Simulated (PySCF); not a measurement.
Species: [SiBr3]- (charge -1).
SMILES: `Br[Si-](Br)Br`

The closed-shell ground state was solved at several levels (PySCF, density fitting, gas phase). Geometry: PBE0-D3(BJ)/def2-SVP; no solvent, vibrations or thermal averaging. The geometry's basis has no diffuse functions, a weakness for an anion. The calculation is non-relativistic and has no spin–orbit coupling, an omission that weighs most on bromine. No diffuse functions stand in pcSseg-1, which bears on an anion's orbital energies.

```tsv
level	basis functions	HOMO (eV)	LUMO (eV)	gap (eV)
PBE0/def2-SVPD	147	-2.15	3.25	5.40
PBE0/pcSseg-1	147	-1.87	4.07	5.94
```

Q: What might KT2/pcSseg-1 (147 basis functions) give for the same quantities?

A: HOMO -0.90 eV, LUMO 3.24 eV, gap 4.14 eV.

Q: Over all these levels, which gives the widest orbital gap and which the narrowest?

A: PBE0/pcSseg-1 (global hybrid, 25 % exact exchange) has the widest, 5.94 eV, and KT2/pcSseg-1 (GGA) the narrowest, 4.14 eV. The two share the basis. From the narrowest to the widest the HOMO moves by -0.97 eV and the LUMO by +0.83 eV.
